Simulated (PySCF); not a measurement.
# NMR data sheet: C5H6Cl2O

```
Formula                               : C5H6Cl2O
SMILES                                : C=CO/C=C\C(Cl)Cl
Point group of the computed structure : Cs
Degrees of unsaturation               : 2
Carbon signals                        : 5
Proton signals                        : 6
```

Mapped SMILES: `[CH2:1]=[CH:2][O:3]/[CH:4]=[CH:5]\[CH:6]([Cl:7])[Cl:8]` (H(Xn): hydrogen on atom n). Ha(C1) is cis to O3; Hb(C1) is trans to O3.

All values are calculated (PySCF): shielding tensors at PBE0/pcSseg-1 (GIAO), geometry from GFN2-xTB. Relativity neglected, equivalent nuclei averaged, one conformer, no solvent.

δ = σ(ref) − σ, references computed at the same level: TMS for ¹H and ¹³C; ¹⁷O vs H2O.

| carbon | δC, type | δH (multiplicity) | HMBC from (2–3 bonds) | span of the C tensor (ppm) |
| --- | --- | --- | --- | --- |
| C1 | 99.7, CH2 | Ha(C1) 5.06 (m); Hb(C1) 4.64 (m) | H(C2) | 182 |
| C2 | 157.1, CH | 6.57 (m) | H(C4), Ha(C1), Hb(C1) | 158 |
| C4 | 149.2, CH | 6.22 (d) | H(C6), H(C2), H(C5) | 135 |
| C5 | 116.8, CH | 5.10 (m) | H(C6), H(C4) | 166 |
| C6 | 78.8, CH | 6.88 (d) | H(C4), H(C5) | 67 |

Other nuclei:
```json
{"atoms": "O3", "nucleus": "¹⁷O", "environment": "ether oxygen", "δ (ppm)": "194.8", "σ (ppm)": "141.3"}
```

1. Carbon types of the structure: 4 × CH, 1 × CH2, which accounts for all hydrogens.
2. δC 157.1, 149.2: alkene carbon bearing oxygen; an sp2 carbon further deshielded by the attached heteroatom.
3. δC 116.8, 99.7: β carbon of an enol-ether or enamine type C=C.
4. δC 78.8: allylic sp3 CH bonded to 2 Cl; 2 electronegative neighbours deshield it.
5. δH 6.88: hydrogen on an allylic sp3 CH bonded to 2 Cl; its carbon carries Cl, hence the downfield position.
6. δH 5.10, 5.06, 4.64: hydrogen on a β carbon of an enol-ether or enamine type C=C; lone-pair donation from O or N shields it, upfield of ordinary alkene protons.

Carbons that carry Cl, above all several Cl atoms, come out too deshielded, partly because spin–orbit coupling is missing. Shifts are as computed. Against solution values, carbons near 30 ppm lie about +3 ppm off and those near 130 ppm about +5 ppm; carbons on Cl a further +6 ppm (rms about the fit 2.1 ppm; single classes can miss by 10 ppm). Of 1328 compounds with measured shifts, 309 miss one by over three times the rms of a fit or turn the order of signals round; such compounds aren't used in these exercises. Signals without a measured value on file couldn't be tested in this way; 1H shifts scatter by 0.2 ppm about their fit, and single ones miss by 0.5 ppm. Experimental scales use liquid or dissolved standards, which lie at an offset from isolated H2O (liquid H2O: subtract about 36 ppm). No couplings were computed; multiplicities are counted from neighbouring protons, with m where these are inequivalent, close in shift, in a saturated or five-membered ring or joined by F or P, and br s for small geminal =CH2 splittings.
